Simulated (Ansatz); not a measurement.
# A family of molecules: the atomisation energy (no zero-point term)

One atom is swapped for its congeners: Si(NH2)4; Ge(NH2)4; Sn(NH2)4. All are singlets with charge 0.

Shapes, held fixed at every level: PBE0-D4/def2-TZVP. Flexible molecules stand in one conformer, not always the lowest. Programs: Ansatz 0.2.0. Values in eV.

| level | Si(NH2)4 | Ge(NH2)4 | Sn(NH2)4 |
| --- | --- | --- | --- |
| HF/def2-TZVPP | 32.40 | 29.16 | 26.98 |
| PBE0-D4/def2-TZVPP | 48.14 | 45.03 | 42.93 |
| r2SCAN0-D4/def2-TZVPP | 47.15 | 43.97 | 41.75 |
| wB97M-V/def2-TZVPP | 48.76 | 45.45 | 43.45 |
| B2PLYP/def2-TZVPP | 47.93 | 44.83 | 42.76 |
| MP2/def2-TZVPP | 47.27 | 44.41 | 42.17 |
| CCSD(T)/def2-TZVPP | 46.70 | 43.92 | 41.84 |

At CCSD(T)/def2-TZVPP the atomisation energy falls at every step, from 46.70 to 41.84 eV. Every level shows the same order. For atoms past krypton def2 sets carry core potentials with scalar relativity. Relativity is left out for Ge unless named. Correlated rows may include outer-core shells of Ge, Sn, which these sets cover unevenly. Spin-orbit coupling, which grows down the group, is left out (summed over each molecule's free atoms 0.02, 0.12, 0.31 eV).
